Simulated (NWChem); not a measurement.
# AgF; SMILES [F][Ag]

```xyz
2

Ag     0.0000     0.0000    -0.3242
F      0.0000     0.0000     1.6617
```
Atoms are numbered in this order, from 1.

Geometry: optimised at PBE0-D3(BJ)/def2-TZVP. def2 effective core potentials on Ag; no spin-orbit coupling.

Q: List the 4 lowest vertical singlet excitations and the 4 lowest triplet ones from CAM-B3LYP/def2-SVPD with def2 effective core potentials on Ag, TDA (NWChem).

A: 
| state | energy (eV) | oscillator strength | leading excitation (squared amplitude) |
|---|---|---|---|
| S1 | 3.55 | 0.012 | HOMO → LUMO (0.89) |
| S2 | 3.57 | 0.013 | HOMO−1 → LUMO (0.91) |
| S3 | 3.57 | 0.013 | HOMO−2 → LUMO (0.91) |
| S4 | 4.55 | 0.000 | HOMO−3 → LUMO (0.98) |
| T1 | 2.61 | spin-forbidden | HOMO → LUMO (0.92) |
| T2 | 3.12 | spin-forbidden | HOMO−1 → LUMO (0.85) |
| T3 | 3.12 | spin-forbidden | HOMO−2 → LUMO (0.85) |
| T4 | 4.17 | spin-forbidden | HOMO−3 → LUMO (0.97) |
